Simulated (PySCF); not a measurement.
Ag: interval between two levels

Ag [Kr] 4d10 5s1 [2S1/2, M_J = 1/2] → Ag [Kr] 4d9 5s1 5p1 [4F9/2, M_J = 9/2], as a difference of total energies. Calculation: PySCF 2.14, in x2c-TZVPall-2c with one added diffuse shell each of s, p, d type (9s10p8d1f, 86 functions); the two-component X2C-1e Hamiltonian. Correlated levels: [Ar] 3d10 frozen; the 6 highest virtual spinors dropped. "Screened" scales the spin-orbit matrix elements by Boettger's factors to mimic the two-electron term; Breit and QED terms are absent.

| method | interval between two levels (cm⁻¹) |
| --- | --- |
| GHF (spin-free) | 48405 |
| GMP2 (spin-free) | 58045 |
| GHF (screened spin-orbit) | 47024 |
| GMP2 (screened spin-orbit) | 56617 |

The labels give the starting determinants; with spin-orbit coupling the two ends relaxed to ⟨J²⟩ = 0.75, ⟨L²⟩ = 0.02, ⟨S²⟩ = 0.77 and ⟨J²⟩ = 24.77, ⟨L²⟩ = 12.03, ⟨S²⟩ = 3.77.
